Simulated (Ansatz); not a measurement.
`[CH3][In]([OH])[F]` → C• + F• + 4 H• + In• + O•  (atomization)

Computed with Ansatz on PBE0-D4/def2-TZVP structures; ΔE is electronic, products minus reactants. CCSD(T)/CBS adds triple-zeta CCSD(T) − MP2 to the extrapolated MP2 energy (def2 sets, frozen cores). This one scheme is used for every species, atoms too. DFT in def2-TZVPP. Open shells (•) are unrestricted, without spin–orbit coupling. Spin–orbit coupling would lower the free atoms: a little for C, F, O; strongly for In. Elements past krypton have def2 core potentials. Bonds to In are less sure, by a few kJ/mol each and by 10 to 20 or more in all where they break to atoms, as the def2 sets lack core-valence functions. One conformer a species, not always the lowest.

**Question.** What is ΔE at CCSD(T)/CBS? (Best estimate.)

**Answer.** The calculation gave: +652.1 kcal/mol.

**Question.** What do these levels give: BLYP-D4, PBE0-D4, PBE, revPBE, HF/def2-TZVPP, MP2/def2-TZVPP? (Estimate.)

**Answer.** Computed: BLYP-D4 642.6, PBE0-D4 638.8, PBE 653.8, revPBE 629.2, HF/def2-TZVPP 450.5, MP2/def2-TZVPP 646.0 kcal/mol.

Largest T1 diagnostic among the species: 0.016.

From r2SCAN to r2SCAN0 (25 % exact exchange), in def2-TZVPP and without D4, ΔE moves by −16.4 kcal/mol: exact exchange takes away binding that semilocal exchange gives to molecules. Leaving LDA and LC-ωPBE aside and taking each functional with its dispersion term where it has one, the values, not all of them listed here, spread over 42.0 kcal/mol, from BHLYP-D4 to PBE-D4. LDA lies +90.8 kcal/mol from PBE without D4, its usual overbinding.

For atomizations the MP2-based limit and the directly extrapolated one differ by several kJ/mol either way, and by 10 to 25 for some Ge, Se and Sn compounds, so smaller differences from it don't rank the levels.
